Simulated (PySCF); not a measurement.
F₂Sr (SMILES [F][Sr][F]), singlet, geometry from GFN2-xTB (such geometries of metal compounds can be far from the true shape) (core potentials on Sr).

Here is a job for PySCF.
```python
from pyscf import gto, scf, dft

mol = gto.M(
    atom='''
Sr   -0.41021296   -0.09466902   -0.03657170
F     0.68751268    1.35864233   -0.92031756
F     1.04449760   -0.95892868    1.07473142
''',
    basis='def2-svp',
    ecp={'Sr': 'def2-svp'},
    verbose=3,
)

mf = dft.RKS(mol)
mf.xc = 'wb97x'
mf = mf.density_fit(auxbasis='def2-universal-jkfit')
mf.kernel()
```

Q: What does this run give for the nuclear repulsion energy, Mulliken (on the basis functions themselves) charges in atom order?

A: 
The nuclear repulsion energy comes out as 60.9746 Eh. The Mulliken (on the basis functions themselves) charges in atom order is Sr1 1.02, F2 -0.51, F3 -0.51.
